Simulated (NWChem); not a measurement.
# CH3ClF2Si; SMILES FC[Si@@H](F)Cl

```xyz
8

F      0.9123     1.8731    -0.6028
C      0.2970     1.5322     0.5760
Si    -0.5416    -0.1492     0.4583
F     -1.7344    -0.0816    -0.6317
Cl     0.8081    -1.5587    -0.1620
H      1.0418     1.5171     1.3936
H     -0.4542     2.3012     0.8378
H     -1.1279    -0.5477     1.7610
```
Atoms are numbered in this order, from 1.

Program: NWChem. The geometry was optimised at PBE0/def2-SVP. B3LYP is NWChem's, with the RPA form of VWN correlation. Vertical excitations in the gas phase.

Predict the results for B3LYP/def2-SVP, full TDDFT. Quantities: lowest excitation, singlet (eV); oscillator strength of that lowest state; lowest triplet (eV); orbital gap (eV).


```json
{
  "lowest excitation, singlet (eV)": "7.63",
  "oscillator_strength_of_that_lowest_state": "0.003",
  "lowest triplet (eV)": "7.07",
  "orbital gap (eV)": "8.88"
}
```
